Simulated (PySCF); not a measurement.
SMILES c1csc(-c2cccs2)c1, singlet (GFN2-xTB optimised geometry):

```
16

C     -0.317    -2.990     0.000
C      1.042    -2.990     0.000
S      1.692    -1.399     0.000
C      0.094    -0.709     0.000
C     -0.093     0.708     0.000
C      0.860     1.692     0.000
C      0.314     2.990     0.000
C     -1.044     2.988     0.000
S     -1.692     1.396     0.000
C     -0.861    -1.692     0.000
H     -0.912    -3.886     0.000
H      1.710    -3.828     0.000
H      1.915     1.481     0.000
H      0.908     3.886     0.000
H     -1.713     3.825     0.000
H     -1.915    -1.479     0.000
```

Level of theory: CAM-B3LYP/def2-TZVP (PySCF).

Q: What are the frontier orbital energies and the dipole moment?

A: HOMO-2 -8.71 eV, HOMO-1 -8.48 eV, HOMO -7.02 eV, LUMO -0.41 eV, LUMO+1 1.38 eV; dipole moment 0.00 D.

Meta-Löwdin charges at CAM-B3LYP/def2-TZVP: C1 -0.14, C2 -0.26, S3 0.28, C4 -0.11, C5 -0.11, C6 -0.16, C7 -0.14, C8 -0.26, S9 0.28, C10 -0.16, H11 0.13, H12 0.14, H13 0.13, H14 0.13, H15 0.14, H16 0.13.
